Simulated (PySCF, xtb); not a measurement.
Al(H)(OH)(iPr) (C₃H₉AlO), SMILES C[CH](C)[AlH][OH]. Other conformers were not sampled.

Harmonic wavenumbers (cm⁻¹) from GFN2-xTB in xtb 6.7.1 at its own minimum, in rising order: 52, 95, 136, 198, 214, 239, 346, 449, 460, 496, 535, 638, 902, 907, 926, 977, 988, 1110, 1156, 1229, 1297, 1400, 1411, 1488, 1496, 1500, 1505, 1823, 2828, 2969, 2975, 2981, 2995, 3000, 3005, 3753.

**Question.** What does PBE0-D3(BJ)/def2-SVP (PySCF) give at its own minimum? (Estimate from the structure and the level; the computed values follow.)

**Answer.** 24, 113, 182, 232, 253, 302, 333, 411, 498, 537, 570, 698, 870, 910, 915, 965, 985, 1121, 1180, 1231, 1308, 1384, 1402, 1454, 1471, 1472, 1481, 1914, 2993, 3024, 3027, 3103, 3108, 3124, 3142, 3982. Paired by order, the mean absolute difference is 50 cm⁻¹ and the zero-point energies are 69.3 and 71.1 kcal/mol.
